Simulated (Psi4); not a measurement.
Torsional profile of SMILES c1cc(-c2ccncc2)ccn1 (C10H8N2). Scanned: dihedral C2–C3–C4–C5; all other coordinates were relaxed at GFN2-xTB. Points at φ and −φ are mirror images. Heavy atoms are numbered in the order of the SMILES c1cc(-c2ccncc2)ccn1, hydrogens after them in the order of the atoms that carry them; the mirror image has the same energies with the sign of each dihedral reversed.

- PBE/def2-TZVP // GFN2-xTB (Psi4)
- PBE-D3(BJ)/def2-TZVP // GFN2-xTB (Psi4)
- B3LYP/def2-TZVP // GFN2-xTB (Psi4)
- M06-2X/def2-TZVP // GFN2-xTB (Psi4)

Energies relative to the lowest point of each profile, in kJ/mol; the last columns give the difference from M06-2X:

```csv
φ / °,PBE/def2-TZVP,PBE-D3(BJ)/def2-TZVP,B3LYP/def2-TZVP,M06-2X/def2-TZVP,PBE/def2-TZVP − M06-2X/def2-TZVP,PBE-D3(BJ)/def2-TZVP − M06-2X/def2-TZVP,B3LYP/def2-TZVP − M06-2X/def2-TZVP
-150,0.01,0.01,0.01,0.00,0.01,0.01,0.01
-120,4.07,4.29,2.98,3.28,0.79,1.01,-0.31
-90,9.80,10.34,8.06,9.49,0.32,0.86,-1.43
-60,4.12,4.35,3.01,3.33,0.79,1.01,-0.33
-30,0.00,0.00,0.00,0.01,-0.01,-0.01,-0.01
0,4.41,4.50,4.90,6.53,-2.12,-2.03,-1.64
30,0.00,0.00,0.00,0.01,-0.01,-0.01,-0.01
60,4.12,4.35,3.01,3.33,0.79,1.01,-0.33
90,9.80,10.34,8.06,9.49,0.32,0.86,-1.43
120,4.07,4.29,2.98,3.28,0.79,1.01,-0.31
150,0.01,0.01,0.01,0.00,0.01,0.01,0.01
180,4.42,4.50,4.90,6.53,-2.12,-2.03,-1.63
```

PBE/def2-TZVP is furthest from M06-2X/def2-TZVP at 0 (-2.12 kJ/mol, below); its mean absolute difference over the points is 0.67 kJ/mol.

PBE-D3(BJ)/def2-TZVP is furthest from M06-2X/def2-TZVP at 0 (-2.03 kJ/mol, below); its mean absolute difference over the points is 0.82 kJ/mol.

B3LYP/def2-TZVP is furthest from M06-2X/def2-TZVP at 0 (-1.64 kJ/mol, below); its mean absolute difference over the points is 0.62 kJ/mol.
